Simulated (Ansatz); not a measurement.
C2H6 ··· H2

The pair of C2H6 (SMILES CC, atoms 1–8) and H2 (SMILES [H][H], atoms 9–10), both closed shells, in one local arrangement (a lower one may exist), relaxed at PBE0-D4/def2-TZVP:

| atom | x (Å) | y (Å) | z (Å) |
| --- | --- | --- | --- |
| C1 | 0.7019 | 0.3466 | -0.5573 |
| C2 | -0.6681 | -0.2346 | -0.8593 |
| H3 | 1.2262 | 0.6268 | -1.4740 |
| H4 | 0.6271 | 1.2411 | 0.0655 |
| H5 | 1.3317 | -0.3705 | -0.0252 |
| H6 | -1.1960 | -0.5111 | 0.0568 |
| H7 | -0.5934 | -1.1320 | -1.4782 |
| H8 | -1.2961 | 0.4818 | -1.3942 |
| H9 | -0.1576 | -0.4688 | 2.5665 |
| H10 | 0.0243 | 0.0208 | 3.0994 |

Computed with Ansatz 0.2.0 (basis: def2-TZVPPD, with def2-QZVPPD for the basis limit); correlated methods freeze the cores. B3LYP uses VWN-RPA correlation. Extrapolation: Hartree–Fock as exp(−7.88 √X), correlation as X^−2.97. Interaction energies count from these two fragments, frozen as in the pair, with the counterpoise correction; negative means bound.

Q: What is the interaction energy by CCSD(T) at an estimated basis limit (MP2 extrapolated from triple and quadruple zeta, plus CCSD(T) − MP2 in triple zeta)? (Judge from chemistry; the value comes from the calculation.)

A: The calculation gives: -1.3 kJ/mol. Hartree–Fock alone gives 1.2 kJ/mol at the basis limit, so without correlation the pair would not bind at this distance. It counts from the two fragments frozen as in the pair.

The same quantity by other methods in triple zeta, and each one's difference from that estimate:
| method | E_int (kJ/mol) | difference |
| --- | --- | --- |
| PBE-D4 | -2.1 | -0.9 |
| revPBE-D4 | -1.7 | -0.4 |
| BLYP-D4 | -0.6 | 0.7 |
| r2SCAN-D4 | -0.5 | 0.8 |
| B97M-V | -1.2 | 0.1 |
| PBE0-D4 | -1.7 | -0.5 |
| B3LYP-D4 | -1.0 | 0.3 |
| HSE06-D4 | -1.7 | -0.5 |
| wB97X-V | -1.3 | -0.1 |
| wB97M-V | -1.1 | 0.2 |
| B2PLYP | 0.2 | 1.5 |
| HF | 1.2 | 2.5 |
| MP2 | -1.0 | 0.3 |
| CCSD | -0.8 | 0.5 |
| CCSD(T) | -1.1 | 0.2 |
Differences are method less estimate.

Q: Which atoms make the shortest contact between the fragments?

A: H6 and H9, 2.72 Å apart.

Basis-set superposition shift (counterpoise-corrected less uncorrected): CCSD(T) 0.3; MP2 0.3; HF 0.1; PBE0-D4 0.0; wB97M-V 0.1 kJ/mol.

No T1 diagnostic of these runs exceeds 0.008.

For scale, one of the runs: CCSD(T)/def2-TZVPPD, 210 basis functions, launched by `ansatz run in.yaml --threads 2 --pin off --events-out ev --progress --plain --max-ram 5222MiB`. Hardware: 2 CPU threads of an Arm Neoverse V2, shared host. Wall time 36 s; peak host memory 2.9 GiB.
